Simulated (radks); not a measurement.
Question: Ba10+, 46 electrons, occupied as [Kr] 4d10. Calculated with a radial shooting solver on a logarithmic mesh with Libxc functionals: scalar-relativistic Kohn-Sham, r2SCAN, spin-polarised, spherical densities, finite nucleus; meta-GGA in the generalised Kohn-Sham scheme; Fermi nuclear charge, rms radius 4.8378 fm. Some entries of the table are withheld. Estimate them.

orbital,occ.,eigenvalue (eV),<r> (bohr)
1s,2,(1),0.02558
2s,2,(2),0.1097
2p,6,-5450.130,0.09619
3s,2,-1401.320,0.2912
3p,6,(3),(4)
3d,10,-915.8605,(5)
4s,2,(6),0.6705
4p,6,-325.7440,0.7084
4d,10,-230.7492,0.7761

Answer: 
(1) 1s eigenvalue (eV): -37469.68
(2) 2s eigenvalue (eV): -6064.294
(3) 3p eigenvalue (eV): -1203.183
(4) 3p <r> (bohr): 0.2893
(5) 3d <r> (bohr): 0.2663
(6) 4s eigenvalue (eV): -390.4972
